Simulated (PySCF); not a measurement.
# Excitation energy of Pt by level of theory

Pt [Xe] 4f14 5d9 6s1 (3D) → Pt [Xe] 4f14 5d10 (1S), as a difference of total energies. Computed with PySCF 2.14 in x2c-TZVPPall (11s7p7d3f1g, 97 functions), with scalar relativity by spin-free X2C-1e. Correlated levels: valence and next inner shell: [Kr] 4d10 4f14 frozen. The calculations carry no spin-orbit coupling.

```csv
method,excitation energy (eV)
UHF,1.064
MP2 (valence and next inner shell),0.298
SCS-MP2 (valence and next inner shell),0.299
CCSD (valence and next inner shell),0.570
CCSD(T) (valence and next inner shell),0.479
```

Q: How much does correlation contribute at CCSD(T) (valence and next inner shell)?

A: 0.479 − (1.064) = -0.585 eV, measured against UHF.

Errors of the correlated levels include the incompleteness of this basis and the frozen core.

For comparison: 0.239 eV (measured; NIST levels, between the centres of gravity of the two terms).
